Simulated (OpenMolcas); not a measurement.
## Ionisation energies of silicon

- Program: OpenMolcas 26.06
- Basis: ANO-L-VTZP [5s4p2d1f]
- Scalar Hamiltonian: non-relativistic, point nucleus
- Spin-orbit coupling: RASSI with atomic mean-field integrals over the reference wave functions, term energies averaged over their components

Active shells in each charge state: the valence s, p shells, with orbitals averaged over the low states. Where CASPT2's correlated closed shells are named, they are those of the first ion.

A. CASSCF
B. SS-CASPT2, IPEA 0.25 Eh, imaginary shift 0.1 Eh (closed shells correlated: 2s 2p)
C. SS-CASPT2, IPEA 0 Eh, imaginary shift 0.1 Eh (closed shells correlated: 2s 2p)
D. SS-CASPT2, IPEA 0.25 Eh, imaginary shift 0.1 Eh (closed shells correlated: none)

Energies in eV between the lowest computed levels, named as in B; reference values from the NIST Atomic Spectra Database with their kind.

```
              From                  To       A       B       C       D  Spin-orbit share in B          Reference
    Si 3s2 3p2 3P0  Si+ 3s2 3p 2P* 1/2   7.285   7.883   8.013   7.882                 -0.005   8.152 (measured)
Si+ 3s2 3p 2P* 1/2        Si2+ 3s2 1S0  15.225  15.939  16.076  15.937                 +0.021  16.346 (measured)
      Si2+ 3s2 1S0      Si3+ 3s 2S 1/2  33.113  33.187  33.189  33.167                 +0.000  33.493 (measured)
    Si3+ 3s 2S 1/2        Si4+ 2p6 1S0  44.646  44.686  44.688  44.646                 +0.000  45.142 (measured)
```

Steps that some method lacks are left out, and so are those with a state whose active s or d shell is doubly occupied in every root (s and p with five to eight electrons, d10) over a frozen core shell of the same l, since the two then mix freely.

Error against the reference values, in %:

| From | Reference | A | B | C | D |
| --- | --- | --- | --- | --- | --- |
| Si | measured | -10.6 | -3.3 | -1.7 | -3.3 |
| Si+ | measured | -6.9 | -2.5 | -1.7 | -2.5 |
| Si2+ | measured | -1.1 | -0.9 | -0.9 | -1.0 |
| Si3+ | measured | -1.1 | -1.0 | -1.0 | -1.1 |

Mean absolute error over the 4 measured values: A 0.72 eV, B 0.36 eV, C 0.29 eV, D 0.37 eV. C lies closest.

* marks odd parity.
